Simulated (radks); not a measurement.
Sr, 38 electrons, occupied as [Kr] 5s2. Calculated with a radial shooting solver on a logarithmic mesh with Libxc functionals: scalar-relativistic Kohn-Sham, LDA (Slater exchange, VWN5 correlation), spin-unpolarised, spherical densities, point nucleus; hard spherical wall at 15 bohr.

Normalised radial functions P(r) = r R(r), r in bohr:

r	2p	3d	4s
0.002784	0.0136	0.0000	0.0635
0.003743	0.0233	0.0001	0.0812
0.005032	0.0399	0.0001	0.1024
0.006765	0.0681	0.0003	0.1266
0.009096	0.1151	0.0008	0.1523
0.01223	0.1925	0.0018	0.1761
0.01644	0.3164	0.0040	0.1919
0.0221	0.5076	0.0090	0.1904
0.02972	0.7875	0.0198	0.1591
0.03996	1.1680	0.0422	0.0859
0.05372	1.6314	0.0870	-0.0327
0.07223	2.1048	0.1709	-0.1790
0.09711	2.4467	0.3155	-0.3003
0.1306	2.4821	0.5392	-0.3128
0.1755	2.1093	0.8367	-0.1454
0.236	1.4246	1.1535	0.1752
0.3173	0.7147	1.3790	0.4656
0.4266	0.2442	1.3951	0.4660
0.5735	0.0509	1.1669	0.0679
0.7773	0.0052	0.7725	-0.5434
1.045	0.0002	0.3953	-0.9436
1.405	0.0000	0.1455	-0.9191
1.889	0.0000	0.0352	-0.5890
2.54	0.0000	0.0050	-0.2496
3.415	0.0000	0.0003	-0.0665
4.591	0.0000	0.0000	-0.0100
6.172	0.0000	0.0000	-0.0007
8.298	0.0000	0.0000	0.0000
11.16	0.0000	0.0000	0.0000
15	0.0000	0.0000	0.0000

2p: eigenvalue -1916.6 eV, 0 radial nodes, <r> = 0.150 bohr, 90 % of the charge inside 0.245 bohr. 3d: eigenvalue -128.23 eV, 0 radial nodes, <r> = 0.499 bohr, 90 % of the charge inside 0.809 bohr. 4s: eigenvalue -40.921 eV, 3 radial nodes at r = 0.0500, 0.203, 0.594 bohr, <r> = 1.36 bohr, 90 % of the charge inside 1.99 bohr.
